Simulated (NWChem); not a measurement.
# C2H6ClLa; SMILES [Cl][La]([CH3])[CH3]

Not confirmed as a minimum by frequencies. def2 effective core potentials on La; no spin-orbit coupling.

### Question
Give the equilibrium geometry at PBE0/def2-SVP with def2 effective core potentials on La (NWChem) as a list of bonds and angles, with the point group.

### Answer
point group C1; any orientation.
Bonds (Å): La1–Cl2 2.624, La1–C3 2.479, La1–C7 2.479, C3–H4 1.110, C3–H5 1.107, C3–H6 1.105, C7–H8 1.107, C7–H9 1.110, C7–H10 1.105. Bond angles (°): Cl2–La1–C3 110.7, Cl2–La1–C7 110.7, C3–La1–C7 105.6, La1–C3–H4 110.3, La1–C3–H5 111.3, La1–C3–H6 114.5, H4–C3–H5 106.4, H4–C3–H6 106.8, H5–C3–H6 107.1, La1–C7–H8 111.2, La1–C7–H9 110.4, La1–C7–H10 114.5, H8–C7–H9 106.4, H8–C7–H10 107.1, H9–C7–H10 106.7.
